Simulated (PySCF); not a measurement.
Sr (SMILES [Sr]), singlet (core potentials on Sr); PBE0/def2-SVP (PySCF).

Here is a job for PySCF.
```python
from pyscf import gto, scf, dft

mol = gto.M(
    atom='''
Sr    0.00000000    0.00000000    0.00000000
''',
    basis='def2-svp',
    ecp={'Sr': 'def2-svp'},
    verbose=4,
)

mf = dft.RKS(mol)
mf.xc = 'pbe0'
mf.diis_space = 4
mf.kernel()
```

The log (banner, timings and long lists left out):

```
PySCF version 2.14.0

[INPUT] verbose = 4
[INPUT] num. atoms = 1
[INPUT] num. electrons = 10
[INPUT] charge = 0
[INPUT] spin (= nelec alpha-beta = 2S) = 0
[INPUT] symmetry False subgroup None
[INPUT] Mole.unit = angstrom
[INPUT] Symbol           X                Y                Z      unit          X                Y                Z       unit  Magmom
[INPUT]  1 Sr     0.000000000000   0.000000000000   0.000000000000 AA    0.000000000000   0.000000000000   0.000000000000 Bohr   0.0

nuclear repulsion = 0
number of shells = 9
number of NR pGTOs = 49
number of NR cGTOs = 23
basis = def2-svp
ecp = {'Sr': 'def2-svp'}

******** <class 'pyscf.dft.rks.RKS'> ********
method = RKS
initial guess = minao
damping factor = 0
level_shift factor = 0
DIIS = <class 'pyscf.scf.diis.CDIIS'>
diis_start_cycle = 1
diis_space = 4
diis_damp = 0
SCF conv_tol = 1e-09
SCF conv_tol_grad = None
SCF max_cycles = 50
direct_scf = True
direct_scf_tol = 1e-13
XC library pyscf.dft.libxc version 7.1.2
    S. Lehtola, C. Steigemann, M. J. T. Oliveira, and M. A. L. Marques,  SoftwareX 7, 1–5 (2018)
XC functionals = pbe0
    C. Adamo and V. Barone,  J. Chem. Phys. 110, 6158 (1999)
    M. Ernzerhof and G. E. Scuseria,  J. Chem. Phys. 110, 5029 (1999)
radial grids:
    Treutler-Ahlrichs [JCP 102, 346 (1995); DOI:10.1063/1.469408] (M4) radial grids

becke partition: Becke, JCP 88, 2547 (1988); DOI:10.1063/1.454033
pruning grids: <function nwchem_prune>
grids dens level: 3
symmetrized grids: False
atomic radii adjust function: <function treutler_atomic_radii_adjust>
small_rho_cutoff = 0
Set gradient conv threshold to 3.16228e-05
Initial guess from minao.
tot grids = 21912
init E= -18.9709408942704
  HOMO = 0.0317211398286453  LUMO = 0.0799860475159579  gap/eV = 1.31336
cycle= 1 E= -29.9164636453706  delta_E= -10.9  |g|= 1.45  |ddm|= 6.62

WARN: HOMO -0.267775524798742 == LUMO -0.267775524798741

cycle= 2 E= -30.3243963087948  delta_E= -0.408  |g|= 0.431  |ddm|=  6.7
  HOMO = -0.0579835147992525  LUMO = 0.010413295926001  gap/eV = 1.86117
cycle= 3 E= -30.644856658262  delta_E= -0.32  |g|= 0.174  |ddm|= 3.05
  HOMO = -0.140511413462632  LUMO = -0.0336304942798589  gap/eV = 2.90838
cycle= 4 E= -30.666606795962  delta_E= -0.0218  |g|= 0.0269  |ddm|= 1.33
  HOMO = -0.150808441595331  LUMO = -0.0314923139466031  gap/eV = 3.24676
cycle= 5 E= -30.6676301743203  delta_E= -0.00102  |g|= 0.00323  |ddm|= 0.463
  HOMO = -0.148357720149648  LUMO = -0.0298401759814887  gap/eV = 3.22503
cycle= 6 E= -30.6676363792468  delta_E= -6.2e-06  |g|= 0.000226  |ddm|= 0.0139
  HOMO = -0.148466032452028  LUMO = -0.0298483024112816  gap/eV = 3.22775
cycle= 7 E= -30.6676365421527  delta_E= -1.63e-07  |g|= 3.6e-05  |ddm|= 0.00214
  HOMO = -0.148473607128782  LUMO = -0.029861670492141  gap/eV = 3.22760
cycle= 8 E= -30.667636546015  delta_E= -3.86e-09  |g|= 1.72e-06  |ddm|= 0.000394
  HOMO = -0.14847268791982  LUMO = -0.0298605710251938  gap/eV = 3.22760
cycle= 9 E= -30.6676365460199  delta_E= -4.9e-12  |g|= 3.06e-07  |ddm|= 9.59e-06
  HOMO = -0.148472627681819  LUMO = -0.0298604461486146  gap/eV = 3.22760
Extra cycle  E= -30.6676365460202  delta_E= -2.66e-13  |g|= 7.55e-08  |ddm|= 2.16e-06
converged SCF energy = -30.6676365460202
```
